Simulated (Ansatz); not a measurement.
## One reagent, a row of partners

Four-centre ligand exchange: HBr meets different compounds of Sn. Each row is one chosen step, not always the lowest open to these reactants.

Gas-phase electronic energies, without zero-point energy, by CCSD(T) at an estimated basis limit (MP2 extrapolated from triple and quadruple zeta, plus CCSD(T) − MP2 in triple zeta); Ansatz 0.2.0, def2-TZVPP and QZVPP, frozen cores, core potentials past krypton, on PBE0-D4/def2-TZVP structures. Extrapolation: Hartree–Fock as exp(−7.88 √X), correlation as X^−2.97. All energies, in kJ/mol, count from the separated reactants, without counterpoise correction; the start and end structures are the complexes reached by relaxing down from the saddle, and deeper ones may exist. Brackets give SMILES, or, where every atom is bracketed, only which atoms are joined. Steps whose reference was doubtful or whose search ended elsewhere are left out.

| reactants | products | broken | formed | start structure | saddle | end structure | saddle by PBE0-D4/TZ |
| --- | --- | --- | --- | --- | --- | --- | --- |
| SnH₄O ([OH][SnH3]) + HBr | SnH₃Br ([Br][SnH3]) + H₂O | Br–H, O–Sn | Br–Sn, H–O | -27.5 | ? | -113.9 | -32.5 |
| SnH₄S ([SH][SnH3]) + HBr | SnH₃Br ([Br][SnH3]) + H₂S | Br–H, S–Sn | Br–Sn, H–S | -17.1 | 51.0 | -60.7 | 35.5 |
| SnH₃Cl ([Cl][SnH3]) + HBr | SnH₃Br ([Br][SnH3]) + HCl | Br–H, Cl–Sn | Br–Sn, Cl–H | -15.9 | 77.9 | -32.4 | 62.2 |

Task: What is the height of the saddle for SnH₄O ([OH][SnH3]) + HBr? (To be estimated.)

Result: The calculation gives: -19.2 kJ/mol relative to the separated reactants, the lowest of the series; above its start structure the barrier is -19.2 − (-27.5) ≈ 8.3 kJ/mol.

So low a barrier for a moving hydrogen may vanish once zero-point energy is counted.

Task: How do the PBE0-D4 saddles lie against the coupled-cluster estimate?

Result: All lower, by 13.3 to 15.7 kJ/mol.

The T1 diagnostic stays at or below 0.014. The filled d shells of Br, Sn are correlated in sets not built for that, so values that involve them are less sure.

For scale, one of the runs: CCSD(T)/def2-TZVPP, 210 basis functions, launched by `ansatz run in.yaml --threads 4 --pin off --events-out ev --progress --plain --max-ram 9574MiB`. The run took 2.4 min on 4 CPU threads of an Arm Neoverse V1 (shared host), with 3.1 GiB of host memory at its peak.
